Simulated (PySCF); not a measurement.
# Sb⁺ (antimony, charge +1): UHF calculation

Configuration: [Kr] 4d10 5s2 5p2, high-spin 3P determinant. All numbers are calculated (PySCF 2.14, the spin-free X2C one-electron Hamiltonian (Gaussian nucleus), in aug-cc-pwCVTZ-DK3 with one added diffuse shell each of s, p, d, f type (11s10p8d5f1g, 125 functions)).

```
Total energy                                                  : -6477.424186 hartree
One-electron energy                                           : -8883.2737 hartree
Hartree (Coulomb) energy                                      : 2575.0484 hartree
Exchange energy                                               : -169.1989 hartree
⟨S²⟩                                                          : 2.0098
⟨L²⟩                                                          : 2.027
Sum of ⟨r⟩                                                    : 33.33 bohr
Sum of ⟨r²⟩                                                   : 48.29 bohr²
Traceless quadrupole moment −½Σ⟨3z² − r²⟩ along its main axis : 3.31 e·bohr²
Langevin diamagnetic susceptibility                           : -38.2 ×10⁻⁶ cm³/mol
```

```tsv
shell	electrons	mean orbital energy (hartree)	spread (hartree)	rms radius, mean of both spins (bohr)
1s α	1	-1126.30712	0	0.0326
1s β	1	-1126.30357	0	0.0326
2s α	1	-175.16407	0	0.133
2s β	1	-175.16310	0	0.133
2p α	3	-157.14043	0.00096	0.118
2p β	3	-157.13741	0.00290	0.118
3s α	1	-36.09821	0	0.352
3s β	1	-36.09436	0	0.352
3p α	3	-30.06178	0.00006	0.352
3p β	3	-30.05598	0.00779	0.352
3d α	5	-20.82066	0.00428	0.331
3d β	5	-20.81881	0.00673	0.331
4s α	1	-6.80080	0	0.843
4s β	1	-6.79098	0	0.843
4p α	3	-4.85902	0.00015	0.912
4p β	3	-4.84751	0.01883	0.912
4d α	5	-1.93880	0.01245	1.11
4d β	5	-1.92973	0.02195	1.11
5s α	1	-0.98119	0	2.36
5s β	1	-0.81925	0	2.36
5p α	2	-0.60283	0	2.85
```

Densities and radii are taken from the X2C orbitals without a picture-change correction, which distorts them close to the nucleus.

Spin-orbit constants ζ (cm⁻¹) from the X2C one-electron operator on these orbitals: bare nucleus, nucleus screened by l(l+1)(2l+1)/3 electrons, and screened by the Breit-Pauli mean field of the electrons.

```tsv
shell	bare	screened nucleus	mean field
2p	1347000	1295000	n/a
3p	251900	242000	n/a
3d	37980	30530	n/a
4p	43890	42170	n/a
4d	4759	3826	n/a
5p	3526	3388	n/a
```

To first order the Landé constant is A = 1694 cm⁻¹, so the lowest level has J = 0 and lies 0.420 eV below the centre of the term. This holds in LS coupling only.
